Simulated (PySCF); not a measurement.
Osmium: a sound run and one with changed settings

Sound run: Os [Xe] 4f14 5d6 6s2, Os⁺ [Xe] 4f14 5d6 6s1. Computed with PySCF 2.14 in cc-pVTZ-PP with ECP60MDF (5s5p4d2f1g, 63 functions), with a scalar-relativistic core potential. In the sound run the correlated levels freeze 5s2 5p6 outside the core potential. The sound run starts from symmetry-adapted Hartree-Fock orbitals and uses a fine grid where one is needed.

Changed run: initial guess minao, at most 50 SCF cycles.

```
species  method  sound run (hartree)  changed run (hartree)  converged
     Os     UHF            -90.07074              -90.04541        yes
     Os    MN15            -90.65306              -90.65306        yes
     Os  r2SCAN            -90.82812              -90.82812        yes
    Os⁺     UHF            -89.83090              -89.83090        yes
    Os⁺    MN15            -90.34280              -90.34280        yes
    Os⁺  r2SCAN            -90.53236              -90.53236        yes
    Os⁺     MP2            -89.96033              -89.96033        yes
```

Ionisation energy of Os:

```json
{"method": "MN15", "sound run (eV)": "8.443", "changed run (eV)": "8.443"}
{"method": "r2SCAN", "sound run (eV)": "8.048", "changed run (eV)": "8.048"}
```

The plain start fixes occupations by D2h representation alone, and Os at UHF landed in another state (other ⟨L²⟩ or ⟨S²⟩). 

For comparison, NIST gives 8.438 eV between the lowest levels.
